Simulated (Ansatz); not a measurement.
Ansatz results at the PBE0-D4/def2-TZVP geometry: LUMO energy (PBE0/def2-TZVPP) -0.11 eV; HOMO–LUMO gap (PBE/def2-TZVPP) 5.25 eV; LUMO energy (ωB97M-V/def2-TZVPP) 1.67 eV.

Each molecule was computed in one conformer, which needn't be the lowest.

Task: Which molecule gave them?
A. `OC1(F)[SiH2]S1`
B. `O[Si@H]1S[C@H]1F`
C. `[CH2]1[SnH2][Te]1`
D. `C/C=C\BCl`

Result: B. The others give `[CH2]1[SnH2][Te]1`: -1.46, 2.78, 0.19; `C/C=C\BCl`: -1.92, 4.02, 0.10; `OC1(F)[SiH2]S1`: -0.80, 4.60, 0.97.
